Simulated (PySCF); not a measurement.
PySCF input:

```python
from pyscf import gto, scf, dft

mol = gto.M(
    atom='''
    Sn    0.00624545    0.00001533    0.04778301
    H    -0.14809190   -1.26562731   -1.19522083
    H    -0.16418077    1.26486076   -1.19392983
    ''',
    basis='def2-tzvpd',
    ecp='def2-tzvp',
    charge=0,
    spin=0,
    verbose=4,
)

mf = dft.RKS(mol, xc='tpssh').density_fit(auxbasis='def2-universal-jkfit')
mf.grids.level = 3
mf.conv_tol = 1e-9
mf.max_cycle = 100
mf.max_memory = 1500
mf.kernel()
if not mf.converged:
    mf = mf.newton()
    mf.kernel(mf.make_rdm1())
mf.analyze()
```

Problem. Predict the final energy.

Solution. -215.38583 Eh (TPSSh/def2-TZVPD).
